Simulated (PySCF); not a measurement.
**MH for M along the fifth-period p block**

MP2 with double-zeta basis sets in PySCF, for the lowest determinant that a PBE0 search found; no spin–orbit coupling. De refers to high-spin ground-configuration atoms.

| M | basis | reference, frozen orbitals | state (unpaired electrons) | Re (Å) | ωe (cm⁻¹) | De (eV) |
| --- | --- | --- | --- | --- | --- | --- |
| In | def2-SVP | RHF, 4 | singlet (closed shell) | 1.838 | 1524 | 2.39 |
| Sn | def2-SVP | UHF, 4 | doublet (π ↑) | 1.768 | 1774 | 2.25 |
| Sb | def2-SVP | UHF, 4 | triplet (π ↑↑) | 1.710 | 1980 | 2.09 |
| Te | aug-cc-pVDZ-PP/aug-cc-pVDZ | UHF, 4 | doublet (π ↑) | 1.655 | 2197 | 2.63 |
| I | x2c-SVPall | RHF, 18 | singlet (closed shell) | 1.602 | 2406 | 3.11 |

The shortest bond is that of HI (1.602 Å), the longest that of InH (1.838 Å).

The rows differ in basis set, which adds steps of its own.

The state changes along the series, so neighbouring rows are not always alike in their bonding.

Correlated steps freeze the inner cores (4 to 18 orbitals); shallow outer-core shells are correlated. Correlated levels converge slowly with the basis: in double zeta they bind strong bonds too weakly, by up to about 1 eV, and carry superposition errors of some tenths. Spin–orbit coupling is left out, which matters for elements this heavy, above all for dissociation energies. Where the molecule has an RHF reference, its open-shell atoms are computed with UHF. States were picked by a PBE0 search and need not be the measured ground states.
